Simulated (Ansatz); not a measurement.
Consider the substitution at a C–Si bond: `NC[SiH](N)N` + `OCF` → `NCOCF` + `N[SiH2]N`.

Gas-phase electronic energies from Ansatz, PBE0-D4/def2-TZVP geometries. CCSD(T)/CBS is the MP2 limit (def2-TZVPP, def2-QZVPP) plus CCSD(T) − MP2 in def2-TZVPP, frozen cores. This one scheme is used for every species. DFT in def2-TZVPP. B3LYP here is the variant with VWN-RPA as its local correlation; programs differ in this. Each species was taken in one conformer, which may not be the lowest.

```json
{"level": "PBE-D4", "ΔE (kcal/mol)": "7.7", "difference from CCSD(T)/CBS": "-0.2"}
{"level": "r2SCAN-D4", "ΔE (kcal/mol)": "6.8", "difference from CCSD(T)/CBS": "-1.1"}
{"level": "PBE0-D4", "ΔE (kcal/mol)": "7.8", "difference from CCSD(T)/CBS": "-0.1"}
{"level": "B3LYP-D4", "ΔE (kcal/mol)": "6.8", "difference from CCSD(T)/CBS": "-1.1"}
{"level": "ωB97X-V", "ΔE (kcal/mol)": "6.1", "difference from CCSD(T)/CBS": "-1.8"}
{"level": "ωB97M-V", "ΔE (kcal/mol)": "7.4", "difference from CCSD(T)/CBS": "-0.5"}
{"level": "B2PLYP", "ΔE (kcal/mol)": "5.9", "difference from CCSD(T)/CBS": "-2.0"}
{"level": "PBE", "ΔE (kcal/mol)": "6.6", "difference from CCSD(T)/CBS": "-1.3"}
{"level": "r2SCAN", "ΔE (kcal/mol)": "6.5", "difference from CCSD(T)/CBS": "-1.4"}
{"level": "PBE0", "ΔE (kcal/mol)": "6.8", "difference from CCSD(T)/CBS": "-1.1"}
{"level": "B3LYP", "ΔE (kcal/mol)": "5.1", "difference from CCSD(T)/CBS": "-2.8"}
{"level": "HF/def2-TZVPP", "ΔE (kcal/mol)": "3.0", "difference from CCSD(T)/CBS": "-4.9"}
{"level": "MP2/def2-TZVPP", "ΔE (kcal/mol)": "7.9", "difference from CCSD(T)/CBS": "0.0"}
{"level": "SCS-MP2/def2-TZVPP", "ΔE (kcal/mol)": "6.6", "difference from CCSD(T)/CBS": "-1.3"}
{"level": "CCSD/def2-TZVPP", "ΔE (kcal/mol)": "6.8", "difference from CCSD(T)/CBS": "-1.1"}
{"level": "CCSD(T)/def2-TZVPP", "ΔE (kcal/mol)": "7.0", "difference from CCSD(T)/CBS": "-0.9"}
{"level": "HF/def2-QZVPP", "ΔE (kcal/mol)": "3.0", "difference from CCSD(T)/CBS": "-4.9"}
{"level": "MP2/def2-QZVPP", "ΔE (kcal/mol)": "8.4", "difference from CCSD(T)/CBS": "0.5"}
{"level": "SCS-MP2/def2-QZVPP", "ΔE (kcal/mol)": "7.1", "difference from CCSD(T)/CBS": "-0.8"}
{"level": "HF/CBS(def2)", "ΔE (kcal/mol)": "3.0", "difference from CCSD(T)/CBS": "-4.9"}
{"level": "MP2/CBS(def2)", "ΔE (kcal/mol)": "8.8", "difference from CCSD(T)/CBS": "0.9"}
{"level": "CCSD/CBS(def2)", "ΔE (kcal/mol)": "7.6", "difference from CCSD(T)/CBS": "-0.3"}
{"level": "CCSD(T)/CBS", "ΔE (kcal/mol)": "7.9", "difference from CCSD(T)/CBS": "0"}
```

Largest T1 diagnostic among the species: 0.011.

The D4 term adds +1.7 kcal/mol with B3LYP and +1.0 kcal/mol with PBE0; it sums over pairs of atoms, weighted by their polarisabilities, and B3LYP, whose exchange is more repulsive, gets the larger term. In def2-TZVPP, CCSD(T) changes the Hartree–Fock value by +4.0 kcal/mol (the triples alone add +0.2 kcal/mol) and MP2 by +4.9 kcal/mol.
